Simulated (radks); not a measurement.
Q: Species: the cerium ion Ce10+. Configuration: [Kr] 4d10 5s2. Calculated with a radial shooting solver on a logarithmic mesh with Libxc functionals: scalar-relativistic Kohn-Sham, LDA (Slater exchange, Perdew-Wang correlation), spin-polarised, spherical densities, point nucleus. Some entries of the table are withheld. Estimate them.

| orbital | occ. | eigenvalue (hartree) | <1/r> (bohr^-1) | r(max) (bohr) |
|---|---|---|---|---|
| 1s | 2 | -1484.158 | 63.29 | 0.01575 |
| 2s | 2 | (1) | 14.59 | 0.08914 |
| 2p | 6 | -217.8355 | 13.82 | 0.07169 |
| 3s | 2 | -56.62852 | 5.295 | 0.2549 |
| 3p | 6 | -48.80041 | 5.016 | 0.2494 |
| 3d | 10 | -37.65248 | 4.761 | 0.2050 |
| 4s | 2 | -15.78787 | (2) | 0.5909 |
| 4p | 6 | -13.20435 | 2.067 | 0.6159 |
| 4d | 10 | -9.47071 | 1.825 | 0.6452 |
| 5s | 2 | -6.20567 | 1.017 | 1.273 |

A: 
(1) 2s eigenvalue (hartree): -242.4426
(2) 4s <1/r> (bohr^-1): 2.233
